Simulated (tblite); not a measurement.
Compound: C5H10O3S.
Atom-mapped SMILES: `[CH3:1][C@@H:2]1[CH2:3][C@@H:4]([CH3:5])[S:6](=[O:7])(=[O:8])[O:9]1` (hydrogens: H10, H11, H12 on C1; H13 on C2; H14, H15 on C3; H16 on C4; H17, H18, H19 on C5)

Cartesian coordinates in Å at the GFN2-xTB level; atoms count from 1:
```
atom  x, y, z in Å
C1     2.2499   -0.1617   -0.3085
C2     1.2548   -0.4986    0.7981
C3    -0.0539   -1.1022    0.2539
C4    -0.8751    0.0535   -0.2822
C5    -2.3665   -0.0600   -0.0742
S6    -0.2382    1.4791    0.6916
O7     0.3851    2.4123   -0.1967
O8    -1.1821    1.9922    1.6284
O9     0.8878    0.6608    1.5230
H10    1.8401    0.6149   -0.9482
H11    2.4778   -1.0468   -0.8971
H12    3.1693    0.2160    0.1306
H13    1.7142   -1.1739    1.5287
H14    0.1556   -1.8542   -0.5061
H15   -0.5916   -1.5756    1.0778
H16   -0.6241    0.2962   -1.3128
H17   -2.8677    0.8159   -0.4783
H18   -2.5858   -0.1086    0.9897
H19   -2.7594   -0.9499   -0.5642
```

All values are computed: GFN2-xTB (tblite) harmonic vibrations without scaling, gas phase. This tight-binding method is rough: wavenumbers can miss measured ones by several per cent, in bad cases by 10 to 20. One conformer, not necessarily the lowest.

Harmonic wavenumbers (cm⁻¹): 61.7, 135.5, 169.9, 187.1, 200.5, 234.3, 321.8, 333.1, 382.5, 420.2, 430.3, 490.5, 525.8, 627.3, 640.5, 723.5, 865.0, 916.4, 943.4, 969.7, 995.9, 1035.1, 1058.7, 1115.4, 1121.6, 1147.5, 1152.7, 1174.4, 1216.7, 1254.4, 1275.5, 1281.3, 1306.9, 1327.2, 1400.5, 1406.1, 1459.3, 1469.1, 1470.9, 1487.8, 1493.2, 2919.7, 2984.2, 2997.8, 3005.8, 3018.1, 3039.5, 3046.7, 3053.6, 3054.6, 3063.4.

A = 2007, B = 1526, C = 1142 MHz; mass 150.035 u (most abundant isotopes); point group C1, symmetry number 1.

Problem. Zero-point energy?

Solution. ½Σν̃ = 33206 cm⁻¹ = 94.94 kcal/mol.

Problem. Entropy at 298.15 K, 1 bar (ideal gas, RRHO, classical rotation)?

Solution. Translation 40.95, rotation 28.91, vibration 24.92: S = 94.8 cal/(mol K).

Problem. And Cp and H(298.15 K) − H(0)?

Solution. Cp = 37.69 cal/(mol K), of which vibrations give 29.74 (their classical limit is 51 R = 101.3); H(298.15 K) − H(0) = 6.61 kcal/mol without the zero-point energy, 4.24 from vibrations.

Problem. What must be added to the electronic energy to get the Gibbs energy at 298.15 K and 1 bar?

Solution. ZPE + [H(298.15 K) − H(0)] − T·S = 94.94 + 6.61 − 28.26 = 73.29 kcal/mol.

Problem. Blend soft modes into free rotors: weight 1/[1 + (100 cm⁻¹/ν̃)⁴] for the oscillator and the rest for a rotor with moment μB/(μ + B), μ = h/(8π²ν), B = 10⁻⁴⁴ kg m². What vibrational entropy results?

Solution. 23.92 cal/(mol K) in place of 24.92, which changes −T·S at 298.15 K by +0.30 kcal/mol.

Problem. Which modes carry the vibrational entropy at 298.15 K?

Solution. 61.7 cm⁻¹: 4.40; 135.5 cm⁻¹: 2.87; 169.9 cm⁻¹: 2.44; 187.1 cm⁻¹: 2.26; 200.5 cm⁻¹: 2.13; 234.3 cm⁻¹: 1.85 cal/(mol K); the other 45 give 8.98 together.

Hindered rotation and anharmonicity are outside this model. Other conformers, if any are populated, would add a mixing term that is left out. The structure is chiral; the term R ln 2 for an equal mix with its mirror image is left out.

Run on one thread of an x86-64 server, shared host. The figure is for the frequency step alone.
